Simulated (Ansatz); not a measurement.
Ba2Se2. Charge 0, multiplicity 3. Geometry PBE-D4/def2-SVP; atoms count from 1.

```xyz
4

Ba   -0.137    0.911    1.952
Ba    0.220   -1.905   -0.992
Se   -1.730    0.320   -0.516
Se    1.646    0.673   -0.444
```

In the def2 sets Ba takes a core potential; there is no spin–orbit coupling. At PBE0-D4/def2-TZVP a singlet of charge 0 lies 2.01 eV below the triplet, each at its own geometry. The structure comes from a short search, and lower isomers may exist.

(1) Estimate the Mulliken populations from the PBE0/def2-TZVP orbitals of Ansatz.

(2) Where does the spin sit?

(3) And the Mayer bond orders between bonded heavy atoms (over 0.3)?

Answers

(1) 
```json
{"atom": "Ba1", "charge (e)": "0.80", "spin (α − β)": "0.49"}
{"atom": "Ba2", "charge (e)": "0.80", "spin (α − β)": "0.49"}
{"atom": "Se3", "charge (e)": "-0.80", "spin (α − β)": "0.51"}
{"atom": "Se4", "charge (e)": "-0.80", "spin (α − β)": "0.51"}
```
Mulliken values and Mayer orders depend strongly on the basis.

(2) Summed by element: Ba 0.98, Se 1.02, of 2 unpaired in all. Largest on single atoms: Se3 0.51, Se4 0.51, Ba1 0.49.

(3) Ba1–Ba2 0.56 (4.09 Å); Ba1–Se3 0.62 (3.00 Å); Ba1–Se4 0.62 (3.00 Å); Ba2–Se3 0.62 (3.00 Å); Ba2–Se4 0.62 (3.00 Å). Values over 0.3 also appear between atoms too far apart for a bond (Se3–Se4 0.37 at 3.40 Å); they arise where an orbital or an unpaired electron spreads over both atoms.
